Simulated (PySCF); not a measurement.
How methods differ on the excitation energy of Te

Te [Kr] 4d10 5s2 5p4 (3P) → Te [Kr] 4d10 5s2 5p3 5d1 (5D), as a difference of total energies. Calculation: PySCF 2.14, in aug-cc-pwCVTZ-DK3 (10s9p7d4f1g, 109 functions); the spin-free X2C one-electron Hamiltonian (Gaussian nucleus). Correlated levels: valence: [Kr] 4d10 frozen. The calculations carry no spin-orbit coupling.

| method | excitation energy (eV) |
| --- | --- |
| UHF | 6.342 |
| MP2 (valence) | 6.778 |
| SCS-MP2 (valence) | 6.940 |
| CCSD (valence) | 6.872 |
| CCSD(T) (valence) | 6.894 |

Errors of the correlated levels include the incompleteness of this basis and the frozen core.

The promoted electron is Rydberg-like, and one or two diffuse shells describe it only roughly, which tends to raise the upper state.

Q: Which method comes closest to the reference value, and which is furthest?

A: The reference is 6.655 eV (measured; NIST levels, between the centres of gravity of the two terms). Closest: MP2 (valence) (error 0.123 eV); furthest: UHF (error -0.313 eV).
